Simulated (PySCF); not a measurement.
# Working out the ionisation energy of Co

Co [Ar] 3d7 4s2 (4F) → Co⁺ [Ar] 3d8 (3F). Calculation: PySCF 2.14, in cc-pVDZ-DK (6s5p3d1f, 43 functions); scalar relativity by spin-free X2C-1e. Frozen: [Ar]. Energies in hartree (1 hartree = 27.21139 eV):

| part | Co (lower) | Co⁺ (upper) |
| --- | --- | --- |
| UHF | -1391.879237 | -1391.574968 |
| MP2 opposite-spin | -0.125664 | -0.146020 |
| MP2 same-spin | -0.082925 | -0.093622 |

**Question.** What does Hartree-Fock give?

**Answer.** (-1391.574968) − (-1391.879237) = 0.304269 hartree = 8.280 eV.

**Question.** What do MP2 and SCS-MP2 (6/5 opposite-spin, 1/3 same-spin) give?

**Answer.** The opposite-spin parts differ by -0.554 eV and the same-spin parts by -0.291 eV. MP2: 8.280 + (-0.554) + (-0.291) = 7.435 eV. SCS-MP2: 8.280 + 1.2 × (-0.554) + (-0.291)/3 = 7.518 eV.

Measured between the centres of the two terms (NIST): 7.869 eV, so MP2 (valence) is off by -0.434 eV.

A double-zeta basis recovers only part of the correlation energy.

What remains against the reference includes basis incompleteness, the frozen core and correlation beyond second order.
